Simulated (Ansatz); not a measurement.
C2H8OSi2 can be A, `O[SiH2]/C=C/[SiH3]`, or B, `CC(=O)[SiH2][SiH3]`.

Computed with Ansatz on PBE0-D4/def2-TZVP structures; ΔE is electronic, products minus reactants. CCSD(T)/CBS is the MP2 limit (def2-TZVPP, def2-QZVPP) plus CCSD(T) − MP2 in def2-TZVPP, frozen cores. DFT in def2-TZVPP. B3LYP here is the variant with VWN-RPA as its local correlation; programs differ in this. One conformer a species, not always the lowest.

Task: Which is lower in electronic energy at CCSD(T)/CBS, and by how much? (Estimate.)

Result: Computed: A, by 128.7 kJ/mol.

Task: Give E(B) − E(A) in kJ/mol with CCSD(T)/def2-TZVPP, B3LYP, B3LYP-D4, B2PLYP, LDA (SPW92), PBE0-D4, r2SCAN-D4. (Estimate.)

Result: Ansatz gave: CCSD(T)/def2-TZVPP 123.1, B3LYP 112.3, B3LYP-D4 112.5, B2PLYP 121.2, LDA (SPW92) 94.1, PBE0-D4 99.8, r2SCAN-D4 106.8. None reverses the order clearly.

Task: Does the order hold for the free energy at 298.15 K (harmonic terms from PBE0-D4)? (Best estimate.)

Result: Ansatz gave: Yes: G(B) − G(A) = +122.4 kJ/mol, for one conformer each. Modes under 60 cm⁻¹, often nearly free rotors, make the harmonic entropy too high.

Largest T1 diagnostic: 0.015.

Leaving LDA and LC-ωPBE aside and taking each functional with its dispersion term where it has one, the values, not all of them listed here, spread over 43.0 kJ/mol, from revPBE-D4 to BHLYP-D4. LDA lies +9.0 kJ/mol from PBE without D4. At CCSD(T), def2-SVP lies −44.5 kJ/mol from the extrapolated value and def2-TZVPP −5.6 kJ/mol.
